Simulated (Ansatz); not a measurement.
One change: `C=[C]([GaH2])[SnH3]` becomes `B[C](=C)[SnH3]`.

Ansatz, PBE0-D4/def2-TZVP geometries, multiplicity 1. 

Elements past krypton have def2 core potentials. Scalar relativity is left out up to krypton.

| property | `C=[C]([GaH2])[SnH3]` |
| --- | --- |
| size of the dipole moment (PBE/def2-TZVPP) / D | 0.79 |
| LUMO energy (PBE/def2-TZVPP) / eV | -2.75 |
| HOMO–LUMO gap (PBE0/def2-TZVPP) / eV | 5.44 |
| LUMO energy (PBE0/def2-TZVPP) / eV | -1.89 |
| size of the dipole moment (ωB97M-V/def2-TZVPP) / D | 0.72 |
| HOMO energy (PBE/def2-TZVPP) / eV | -6.24 |

**Question.** Give the same properties after the change, and the shifts. (Best estimate.)

**Answer.** Computed: 
```csv
property,`B[C](=C)[SnH3]`,shift
size of the dipole moment (PBE/def2-TZVPP) / D,1.23,0.44
LUMO energy (PBE/def2-TZVPP) / eV,-3.28,-0.53
HOMO–LUMO gap (PBE0/def2-TZVPP) / eV,5.65,0.21
LUMO energy (PBE0/def2-TZVPP) / eV,-2.27,-0.38
size of the dipole moment (ωB97M-V/def2-TZVPP) / D,1.18,0.46
HOMO energy (PBE/def2-TZVPP) / eV,-6.76,-0.52
```

With PBE0 the HOMO falls by 0.59 eV and the LUMO falls by 0.38 eV, so the gap widens by about 0.21 eV. PBE moves the HOMO by -0.52 eV and ωB97M-V by -0.66 eV. Dipoles are sizes alone; their direction can turn.
